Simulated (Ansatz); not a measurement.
`C[Si](C)(F)Cl` + PH₃ → `C[Si](F)(P)Cl` + CH₄ at 600 K and 1 bar (ligand exchange at the Si–C bond).

Isolated molecules relaxed with PBE0-D4/def2-TZVP in Ansatz; ΔE leaves out vibrations. CCSD(T)/CBS adds triple-zeta CCSD(T) − MP2 to the extrapolated MP2 energy (def2 sets, frozen cores). This one scheme is used for every species. Each species was taken in one conformer, which may not be the lowest.

```tsv
species	CCSD(T)/CBS energy (Eh)	H − E (kJ/mol)	S (J/(mol·K))
`C[Si](C)(F)Cl`	-928.52649	271.6	451.7
PH₃	-342.72256	86.3	240.2
`C[Si](F)(P)Cl`	-1230.79230	223.8	467.4
CH₄	-40.46206	140.4	215.7
```

H − E and S are ideal-gas, rigid-rotor, harmonic terms from PBE0-D4/def2-TZVP, for one conformer and one mirror image of each species. 1 Eh = 2625.50 kJ/mol, R = 8.31446 J/(mol·K).

Task: By hand: ΔE, ΔH, ΔS and ΔG.

Result: ΔE = (-1230.79230) + (-40.46206) − (-928.52649) − (-342.72256) = -0.00531 Eh = -13.9 kJ/mol. Δ(H − E) = 223.8 + 140.4 − 271.6 − 86.3 = 6.3, so ΔH = -7.6 kJ/mol. ΔS = 467.4 + 215.7 − 451.7 − 240.2 = -8.8 J/(mol·K). ΔG = -7.6 − 600 × (-8.8)/1000 = -2.3 kJ/mol.

Task: By hand: the equilibrium constant, and the temperature at which ΔG would vanish if ΔH and ΔS stayed fixed.

Result: log₁₀ K = −ΔG/(RT ln 10) = 0.2. ΔG = 0 at ΔH/ΔS = 864 K, though so small a ΔH makes that figure unsure.

TΔS isn't small against ΔH here. The sign of ΔG lies within the doubt. A doubt of 5 kJ/mol in ΔE shifts log₁₀ K by 0.4 here. Other conformers and mirror images would add mixing entropy, several J/(mol·K) or more a flexible species. These are equilibria of isolated gas molecules and say nothing of rates. Largest T1 diagnostic: 0.013 (customary marks: 0.02 for closed shells, 0.045 for open ones).
